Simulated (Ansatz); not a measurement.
A run for Ansatz (a first-principles code): R-r2SCAN/def2-TZVPPD on CH7BO (a complex), monomers drawn apart or pushed together. Files ending in .json are basis or fitting sets from the Basis Set Exchange.

Ansatz 0.2 input:
```yaml
crystal:
  periodic: [false, false, false]
  atoms:
    - {symbol: B, position_ang: [0.03136769, -0.00975070, 0.78308685]}
    - {symbol: H, position_ang: [-0.32618785, 1.12448595, 0.61055323]}
    - {symbol: H, position_ang: [-0.60365351, -0.85136717, 0.20429427]}
    - {symbol: H, position_ang: [1.22842286, -0.17276101, 0.77163887]}
    - {symbol: C, position_ang: [0.26022577, 0.54464952, 4.02094342]}
    - {symbol: O, position_ang: [-0.42719148, -0.26630112, 3.04355778]}
    - {symbol: H, position_ang: [-0.09601652, 0.27944357, 5.01494874]}
    - {symbol: H, position_ang: [0.00192797, 1.57251736, 3.78681682]}
    - {symbol: H, position_ang: [1.33735163, 0.40484438, 3.93302252]}
    - {symbol: H, position_ang: [-0.28596823, -1.20352673, 3.22619842]}
basis:
  gaussian:
    orbitals: def2-TZVPPD.json
hamiltonian:
  xc: {name: r2SCAN}
scf: {lower_state_search: off}
```

Q: Give the final energy of this run.

A: -142.3026 hartree.
